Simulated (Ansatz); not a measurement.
BrH6NSi2 can be A, `N[SiH]([SiH3])Br`, or B, `[SiH3]N[SiH2]Br`.

Gas-phase electronic energies from Ansatz, PBE0-D4/def2-TZVP geometries. CBS: MP2 limit from def2 TZ/QZ plus the TZ coupled-cluster correction, frozen cores. DFT in def2-TZVPP. B3LYP here is the variant with VWN-RPA as its local correlation; programs differ in this. For Br outer-core shells are correlated without core-valence functions, which leaves a few kJ/mol of doubt a bond. Scalar relativity is left out up to krypton. One conformer a species, not always the lowest.

Which is lower in electronic energy at CCSD(T)/CBS, and by how much? (Estimate.)

Ansatz gave: B, by 12.8 kcal/mol.

Give E(B) − E(A) in kcal/mol with HF/def2-TZVPP, BLYP-D4, r2SCAN-D4, B3LYP, CCSD(T)/def2-TZVPP, LDA (SPW92), B2PLYP. (An estimate is asked.)

Computed: HF/def2-TZVPP -16.7, BLYP-D4 -10.9, r2SCAN-D4 -10.8, B3LYP -11.9, CCSD(T)/def2-TZVPP -13.1, LDA (SPW92) -8.1, B2PLYP -13.2. None reverses the order clearly.

Does the order hold for the free energy at 298.15 K (harmonic terms from PBE0-D4)? (Best estimate.)

The calculation gave: Yes: G(B) − G(A) = -13.8 kcal/mol, for one conformer each. Modes under 60 cm⁻¹, often nearly free rotors, make the harmonic entropy too high.

Largest T1 diagnostic: 0.010.

From PBE to PBE0 (25 % exact exchange), in def2-TZVPP and without D4, E(B) − E(A) moves by −1.7 kcal/mol. Leaving LDA and LC-ωPBE aside and taking each functional with its dispersion term where it has one, the values, not all of them listed here, spread over 6.4 kcal/mol, from BHLYP-D4 to PBE-D4.
